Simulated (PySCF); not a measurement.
## Pb2Cl8 at several levels of theory

Computed with PySCF 2.14.0 (density fitting, no spin-orbit coupling) at the geometry relaxed with PBE0:

```xyz
10
Pb2Cl8 (singlet)
Pb    0.0000   -0.0196    2.0877
Pb    0.0000   -0.0196   -2.0877
Cl    1.6478   -0.1515    0.0000
Cl   -1.6478   -0.1515    0.0000
Cl    0.0000    2.3670    2.4247
Cl   -1.8500   -1.0980    3.2289
Cl    1.8500   -1.0980    3.2289
Cl    0.0000    2.3670   -2.4247
Cl   -1.8500   -1.0980   -3.2289
Cl    1.8500   -1.0980   -3.2289
```

```json
{"level": "PBE0", "basis": "Pb def2-SVP with ECP60, Cl def2-SVP", "state": "singlet", "HOMO (eV)": "-9.28", "gap (eV)": "3.75", "charge on Pb1 (e)": "0.88", "dipole about the centre of mass (D)": "0.03", "largest force component (eV/Å)": "0.09"}
{"level": "BLYP", "basis": "the same", "state": "singlet", "HOMO (eV)": "-7.50", "gap (eV)": "1.76", "charge on Pb1 (e)": "0.73", "dipole about the centre of mass (D)": "0.03", "largest force component (eV/Å)": "0.84"}
{"level": "revPBE", "basis": "the same", "state": "singlet", "HOMO (eV)": "-7.77", "gap (eV)": "1.82", "charge on Pb1 (e)": "0.80", "dipole about the centre of mass (D)": "0.03", "largest force component (eV/Å)": "0.64"}
{"level": "B3LYP", "basis": "the same", "state": "singlet", "HOMO (eV)": "-8.88", "gap (eV)": "3.29", "charge on Pb1 (e)": "0.84", "dipole about the centre of mass (D)": "0.02", "largest force component (eV/Å)": "0.38"}
```

Charges are Mulliken's, which hang on the basis. The relaxation used the grid (50, 194), these runs (75, 302) or, all-electron (x2c bases, spin-free X2C Hamiltonian), (99, 590).

(1) What does CAM-B3LYP with Pb def2-SVP with ECP60, Cl def2-SVP give here?

A frequency check found unstable modes (1, the lowest at -20 cm⁻¹), so the relaxed geometry is a saddle point, or these are noise.

## Answers

(1) state singlet, HOMO (eV) -10.50, gap (eV) 5.95, charge on Pb1 (e) 0.84, dipole about the centre of mass (D) 0.07, largest force component (eV/Å) 0.10. Time: 31 s on 4 threads of Arm Neoverse V2, with other jobs on the host, from an already converged density.
